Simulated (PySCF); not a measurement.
Structure problem from calculated spectra and properties.

Formula: BH6N3.

| Item | Value |
| --- | --- |
| Polarisability | 41.3 au [CAM-B3LYP/def2-SVPD] |
| Triplet | lowest triplet excitation (Tamm–Dancoff): 5.64 eV [TDA CAM-B3LYP/def2-SVPD] |
| Dipole | 0.13 D [CAM-B3LYP/def2-SVPD] |
| XPS | B1s 195.8, N1s 404.4 (×3) eV [ΔSCF SCAN, pcX-2 on the ionised atom, pcseg-1 elsewhere, spin-free X2C] |
| Rotational structure | rotational constants A, B, C: 8.881, 8.861, 4.445 GHz [PBE0-D3(BJ)/def2-SVP] |
| NMR, other nuclei | isotropic shieldings of nuclei other than C and H, by class: 75 (1 B), 223 (3 N) ppm [GIAO B3LYP/pcSseg-1] |

The electronic properties come from PySCF, for the isolated species, density fitting. Levels stand in brackets. Isolated species at its PBE0-D3(BJ)/def2-SVP geometry, gas phase. NMR classes are plain means over equivalent atoms (diastereotopic ones count apart unless rotation or inversion swaps them), as if these changed places fast.

Question: What is the compound? Reason from the data.

Answer: The other shieldings belong to: 75 ppm, boron bonded to 3 N; 223 ppm, nitrogen bonded to B and 2 H. The core levels belong to: B1s 195.8 eV, boron bonded to 3 N; N1s 404.4 eV, nitrogen bonded to B and 2 H. By its constants the optimised geometry is a nearly oblate symmetric top. Structure: B(NH2)3, `NB(N)N`. The assignments are read from this structure; whether some other isomer fits the data as well wasn't checked.
